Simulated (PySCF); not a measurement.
Sulfur difluoride, SMILES FSF, singlet (CAM-B3LYP/def2-SVP optimised geometry):

```
3

F      0.932    -0.795     0.000
S     -0.679    -0.795     0.000
F     -0.932     0.795     0.000
```

Computed with CAM-B3LYP/def2-TZVP (PySCF).

**Question.** What are the frontier orbital energies and the dipole moment?

**Answer.** HOMO-2 -14.24 eV, HOMO-1 -13.69 eV, HOMO -8.79 eV, LUMO -0.63 eV, LUMO+1 0.33 eV; dipole moment 1.30 D.

On the same geometry PBE/def2-TZVP (PySCF) gives HOMO-2 -10.64 eV, HOMO-1 -10.48 eV, HOMO -5.77 eV, LUMO -2.92 eV, LUMO+1 -2.01 eV; dipole moment 1.01 D.

Meta-Löwdin charges at CAM-B3LYP/def2-TZVP: F1 -0.39, S2 0.77, F3 -0.39.
